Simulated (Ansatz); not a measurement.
Molecule: BeF2, charge 0, multiplicity 1. 
Coordinates optimised at B3LYP-D3(BJ)/def2-TZVP (Ansatz, a quantum-chemistry and plane-wave program):
```
Be
F 1 1.3812
F 1 1.3812 2 180.00
```

Atomisation energy built up term by term with Ansatz (kcal/mol; UHF references for open shells; valence terms freeze the core; atomic spin-orbit terms are left out; no core correlation term is included; no scalar relativity (X2C) term is included). CBS marks a two-point X^-3 extrapolation of the correlation energy; Hartree-Fock from the larger set.

| term | basis | kcal/mol |
|---|---|---|
| Hartree-Fock | def2-QZVPPD | 240.01 |
| CCSD correlation | CBS(def2-TZVPPD,def2-QZVPPD) | 59.67 |
| (T) | CBS(def2-TZVPPD,def2-QZVPPD) | 5.88 |
| sum: De |  | 305.6 |

(T) makes 1.9 % of the CCSD(T) atomisation energy; under 5 % is typical of single-reference molecules.
